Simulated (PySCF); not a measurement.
A small calculation by hand: chemical shift, span and skew from a shielding tensor

B(AsH2)(F)(H) (AsBFH₃), SMILES FB[AsH2]. Atoms are numbered in the order given.

```xyz
6

B     -1.0866    -0.4473     0.5846
As     0.5961    -0.0049    -0.4790
H      1.2758    -1.3245    -0.1086
H      1.2605     0.7977     0.6416
F     -1.6815     0.4933     1.3179
H     -1.6421    -1.5138     0.4894
```
Charge 0, spin multiplicity 1.

The structure is a stationary point at PBE-D3(BJ)/def2-TZVP.

GIAO shieldings from PBE0/pcSseg-2 run with PySCF, non-relativistic, no solvent. The symmetric part of the tensor of F5 has the principal values -97.9, 7.7, 492.7 ppm. The same nucleus in CFCl3 has σ = 165.8 ppm at this level (PySCF, at its B3LYP-D3(BJ)/def2-TZVP geometry).

Task: Work out the isotropic shielding, the ¹⁹F shift against CFCl3, the span and the skew.

Result: 
σ(iso) = (σ11 + σ22 + σ33)/3 = 134.2 ppm. δ = σ(ref) − σ(iso) = 165.8 − (134.2) = 31.6 ppm.
Span Ω = σ33 − σ11 = 590.6 ppm. Skew κ = 3(σ(iso) − σ22)/Ω = 0.64. Tumbling in solution averages the tensor to δ; in a static solid the shielding alone would spread this spin-1/2 line over Ω.
